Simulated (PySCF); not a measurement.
BiCl₂ (SMILES [Cl][Bi+][Cl]), charge +1, singlet, at a GFN2-xTB geometry (such geometries of metal compounds can be far from the true shape) (core potentials on Bi). Base run: PySCF with HF/def2-SV(P).

Input for PySCF:
```python
from pyscf import gto, scf

mol = gto.Mole()
mol.atom = '''
    Bi    0.310976   -0.028722    0.362210
    Cl    0.558682    0.400373   -1.989456
    Cl   -2.076977   -0.260142    0.221021
'''
mol.basis = 'def2-sv(p)'
mol.ecp = {'Bi': 'def2-sv(p)'}
mol.charge = 1
mol.spin = 0
mol.verbose = 4
mol.symmetry = True
mol.build()

mf = scf.RHF(mol)
mf.kernel()
mf.analyze()
```

Variants of this job, named by their change:

```csv
change,ΔE vs base (mEh),point group used,SCF cycles
base,0.000,C2v,11
irrep_nelec = A1:24 A2:6 B1:6 B2:20,613.0,C2v,9
irrep_nelec = A1:24 A2:6 B1:10 B2:16,385.4,C2v,12
symmetry = off,0.000,C1,11
symmetry_subgroup = C2,0.000,C2,11
irrep_nelec = A1:24 A2:4 B1:10 B2:18,416.8,C2v,10
symmetry_subgroup = Cs,0.000,Cs,11
irrep_nelec = A1:24 A2:8 B1:8 B2:16,1352.8,C2v,12
```
